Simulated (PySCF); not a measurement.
Task: Write Cartesian coordinates for `C[SiH2][Si@H](F)S` as optimised with PBE0-D3(BJ)/def2-SVP.

Result: 
```xyz
12
CH7FSSi2 angstrom
C      1.6606    0.9516    0.7813
Si    -0.0688    0.2127    0.8141
Si    -0.5559   -0.9420   -1.1583
F     -0.2467    0.0901   -2.3888
S     -2.5873   -1.5972   -1.1794
H      1.7682    1.6206   -0.0859
H      2.4246    0.1637    0.7045
H      1.8548    1.5321    1.6959
H     -1.1055    1.2894    0.9292
H     -0.2500   -0.7219    1.9688
H      0.2310   -2.1812   -1.4137
H     -3.0844   -0.4457   -0.6759
```

Orientation and origin are arbitrary. Atoms count from 1 in this order. Si2 (SiH2 silicon) is distorted tetrahedral (angles from 106.0° to 111.8°). Si3 (fluorine-bound silicon) is distorted tetrahedral (angles from 104.2° to 116.5°).

Bonds between heavy atoms (Å): C1–Si2 1.881, Si2–Si3 2.337, Si3–F4 1.636, Si3–S5 2.134.

Level of theory: PBE0-D3(BJ)/def2-SVP geometry optimisation, gas phase (PySCF).

Point group: C1 (no symmetry element, even within 0.4 Å). Not checked by PBE0-D3(BJ)/def2-SVP frequencies. One conformer, not necessarily the lowest (C1–Si2–Si3–F4 -53°, Si2–Si3–S5–H 42°).

The run took 66 s on one thread, Arm Neoverse V2 (aarch64), no GPU, on a shared host, and the process peaked at 0.48 GiB of memory. That covers the optimisation of the geometry.
